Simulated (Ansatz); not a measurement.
## One elementary step

Start structure (C2H7Ge, doublet), relaxed at PBE0-D4/def2-TZVP:

H1  (0.959, -1.150, 0.161)
Ge2  (2.066, -0.175, 0.576)
C3  (-1.924, -0.681, -0.575)
C4  (-1.930, 0.619, -0.517)
H5  (1.516, 1.260, 0.561)
H6  (2.553, -0.510, 1.992)
H7  (3.243, -0.272, -0.404)
H8  (-2.610, -1.482, -0.808)
H9  (-2.826, 1.200, -0.748)
H10  (-1.047, 1.190, -0.238)
(Å)

The step: C₂H₃ ([CH][CH2]) + GeH₄ → C₂H₄ (C=C) + GeH₃; bonds formed: H1–C3; bonds broken: H1–Ge2. Computed with Ansatz 0.2.0 (basis: def2-TZVPP and def2-QZVPP); correlated methods freeze the cores; orbitals are unrestricted. Filled d shells of the heavier atoms are correlated. The def2 sets are not built for correlating such inner shells, so the correlated values are less sure here. Extrapolation: Hartree–Fock as exp(−7.88 √X), correlation as X^−2.97. Energies below are by CCSD(T) at an estimated basis limit (MP2 extrapolated from triple and quadruple zeta, plus CCSD(T) − MP2 in triple zeta).

(1) What are the electronic barrier and the energy of the step, from the start structure to the end structure? (Judge from chemistry; the value comes from the calculation.)

The T1 diagnostic stays at or below 0.028. ⟨S²⟩ of the unrestricted Hartree–Fock references: 0.79 to 0.96 (a pure state has 0.75). The unrestricted reference is spin-contaminated, which hurts MP2 most. The start structure is not quite a true minimum (one mode of 33i cm⁻¹).

## Answers

(1) By the calculation: Barrier 0.147 eV; step energy -1.217 eV (downhill); reverse barrier, their difference, 1.364 eV. Barrier and step energy count from the start structure, the reverse barrier from the end structure.

The saddle point: One imaginary mode of 191i cm⁻¹.
```csv
pair,start (Å),saddle (Å),end (Å)
H1–C3,3.01,1.86,1.08
H1–Ge2,1.53,1.58,3.63
```

Zero-point energy (harmonic, PBE0-D4): ZPE is 1.818 eV at the start and 1.812 eV at the saddle, so the barrier goes from 0.147 to 0.141 eV.

Radical steps of this kind take place in plasma deposition and etching.

Labels in which every atom is bracketed show which atoms are joined, not bond orders.

For scale, one of the runs: CCSD(T)/def2-TZVPP, 208 basis functions, launched by `ansatz run in.yaml --threads 8 --pin off --events-out ev --progress --plain --max-ram 19148MiB`. Hardware: 8 CPU threads of an Intel Xeon 6975P-C, shared host. Wall time 36 s; peak host memory 8.1 GiB.
